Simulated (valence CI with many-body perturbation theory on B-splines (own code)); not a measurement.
S⁸⁺: calculated level list

Computed by valence CI with perturbative core correlation (CI+MBPT): six valence electrons over a frozen Dirac-Fock core [He], radial functions for each j: 9 s, 9 p, 8 d, 6 f, 3 g, 1 h, with the one-electron correlation potential Σ1, the two-electron term Σ2, the three-electron term Σ3, Breit, model QED; selected CI, second order for the rest, scaled by the run's own slope (own B-spline code, finite nucleus).

No measured levels were compared; by estimate levels of excited configurations hold to 0.05 to 0.15 % of their energy, terms of the ground configuration to about 0.5 %. Among the levels kept, up to 1200 cm⁻¹ of a level comes from second order outside the variational space, and about a tenth of that is noise between levels of different J, which matters for small intervals.

Levels 1 to 45 of 51, with energies above the lowest level, 2s²2p⁴ ³P_2. "Leading %" is the weight of the configuration and term that name the level; weights of strongly mixed levels are sums over their largest components and can fall short. In the jj column 3d3/2^4 stands for four electrons in 3d with j = 3/2. Lifetimes count E1, E2, E3, M1 and M2 decay at the calculated energies, and are blank where another channel may lead or the interval is too uncertain; long ones can be off by a factor of two.

```csv
No.,Configuration,Term,J,E (cm⁻¹),Leading %,Leading jj,Lifetime
1,2s²2p⁴,³P,2,0,99,2s^2 2p1/2^2 2p3/2^2 (74 %),
2,2s²2p⁴,³P,1,7978,99,2s^2 2p1/2 2p3/2^3 (99 %),87.9 ms
3,2s²2p⁴,³P,0,10641,99,2s^2 2p3/2^4 (58 %),985 ms
4,2s²2p⁴,¹D,2,58493,99,2s^2 2p1/2 2p3/2^3 (74 %),13.7 ms
5,2s²2p⁴,¹S,0,123040,96,2s^2 2p1/2^2 2p3/2^2 (56 %),1.48 ms
6,2s2p⁵,³P°,2,445090,99,2s 2p1/2^2 2p3/2^3 (99 %),61.1 ps
7,2s2p⁵,³P°,1,452100,99,2s 2p1/2 2p3/2^4 (63 %),59.5 ps
8,2s2p⁵,³P°,0,455980,99,2s 2p1/2 2p3/2^4 (99 %),58.9 ps
9,2s2p⁵,¹P°,1,616570,99,2s 2p1/2^2 2p3/2^3 (63 %),16.3 ps
10,2p⁶,¹S,0,1039600,96,2p1/2^2 2p3/2^4 (96 %),20.6 ps
11,2s²2p³3s,⁵S°,2,1755000,98,2s^2 2p1/2 2p3/2^2 3s (54 %),3.44 ns
12,2s²2p³3s,³S°,1,1782500,98,2s^2 2p1/2 2p3/2^2 3s (53 %),3.39 ps
13,2s²2p³3s,³D°,1,1844500,96,2s^2 2p1/2 2p3/2^2 3s (45 %),10.5 ps
14,2s²2p³3s,³D°,2,1844600,96,2s^2 2p1/2 2p3/2^2 3s (63 %),10.7 ps
15,2s²2p³3s,³D°,3,1845300,98,2s^2 2p1/2 2p3/2^2 3s (98 %),10.7 ps
16,2s²2p³3s,¹D°,2,1858400,95,2s^2 2p1/2 2p3/2^2 3s (78 %),4.23 ps
17,2s²2p³3p,⁵P,1,1866500,97,2s^2 2p1/2 2p3/2^2 3p1/2 (47 %),915 ps
18,2s²2p³3p,⁵P,2,1867200,97,2s^2 2p1/2 2p3/2^2 3p1/2 (30 %),910 ps
19,2s²2p³3p,⁵P,3,1868400,97,2s^2 2p1/2 2p3/2^2 3p3/2 (54 %),878 ps
20,2s²2p³3s,³P°,0,1889300,96,2s^2 2p1/2 2p3/2^2 3s (96 %),10.9 ps
21,2s²2p³3s,³P°,1,1889800,95,2s^2 2p1/2 2p3/2^2 3s (69 %),10.8 ps
22,2s²2p³3s,³P°,2,1891200,91,2s^2 2p3/2^3 3s (66 %),10.4 ps
23,2s²2p³3p,³P,1,1892200,97,2s^2 2p1/2^2 2p3/2 3p3/2 (35 %),825 ps
24,2s²2p³3p,³P,2,1892500,97,2s^2 2p1/2 2p3/2^2 3p3/2 (40 %),814 ps
25,2s²2p³3p,³P,0,1892900,98,2s^2 2p1/2 2p3/2^2 3p3/2 (80 %),842 ps
26,2s²2p³3s,¹P°,1,1904200,94,2s^2 2p3/2^3 3s (45 %),4.37 ps
27,2s²2p³3p,¹P,1,1943000,68,2s^2 2p1/2^2 2p3/2 3p1/2 (33 %),688 ps
28,2s²2p³3p,³D,2,1948600,93,2s^2 2p1/2 2p3/2^2 3p1/2 (43 %),845 ps
29,2s²2p³3p,³D,1,1949800,68,2s^2 2p1/2 2p3/2^2 3p3/2 (62 %),690 ps
30,2s²2p³3p,³D,3,1950400,92,2s^2 2p1/2 2p3/2^2 3p3/2 (59 %),774 ps
31,2s²2p³3p,³F,2,1956900,93,2s^2 2p1/2 2p3/2^2 3p1/2 (30 %),768 ps
32,2s²2p³3p,³F,3,1958000,91,2s^2 2p1/2 2p3/2^2 3p3/2 (38 %),750 ps
33,2s²2p³3p,³F,4,1959200,99,2s^2 2p1/2 2p3/2^2 3p3/2 (99 %),803 ps
34,2s²2p³3p,¹F,3,1962800,96,2s^2 2p1/2 2p3/2^2 3p3/2 (42 %),946 ps
35,2s²2p³3p,³P,1,1987900,56,2s^2 2p1/2 2p3/2^2 3p3/2 (47 %),97.6 ps
36,2s²2p³3p,³P,0,1990300,97,2s^2 2p1/2^2 2p3/2 3p3/2 (58 %),96.7 ps
37,2s²2p³3p,³P,2,1991700,95,2s^2 2p1/2 2p3/2^2 3p1/2 (44 %),83.2 ps
38,2s²2p³3p,³S,1,1997400,55,2s^2 2p1/2 2p3/2^2 3p3/2 (49 %),97.2 ps
39,2s²2p³3p,³D,2,2001500,74,2s^2 2p3/2^3 3p1/2 (31 %),249 ps
40,2s²2p³3p,³D,1,2001800,91,2s^2 2p1/2 2p3/2^2 3p1/2 (82 %),264 ps
41,2s²2p³3p,³D,3,2003800,93,2s^2 2p3/2^3 3p3/2 (60 %),277 ps
42,2s²2p³3p,¹D,2,2006700,68,2s^2 2p1/2 2p3/2^2 3p3/2 (74 %),225 ps
43,2s²2p³3d,⁵D°,2,2008400,98,2s^2 2p1/2 2p3/2^2 3d3/2 (39 %),342 ps
44,2s²2p³3d,⁵D°,1,2008500,98,2s^2 2p1/2 2p3/2^2 3d3/2 (49 %),303 ps
45,2s²2p³3d,⁵D°,3,2008500,98,2s^2 2p1/2 2p3/2^2 3d5/2 (30 %),426 ps
```

Names give the largest LS component (configuration and term), which can be under half, so a name can repeat, a term be missing and a line seem to break the LS rules; names also repeat where a configuration has a term twice.

The ionisation energy to 2s²2p³ ⁴S°3/2 of the next ion comes out as 379.39 eV (NIST: 379.84 ± 0.21 eV (semi-empirical)). All 51 levels together are meant to be complete up to 2021300 cm⁻¹.
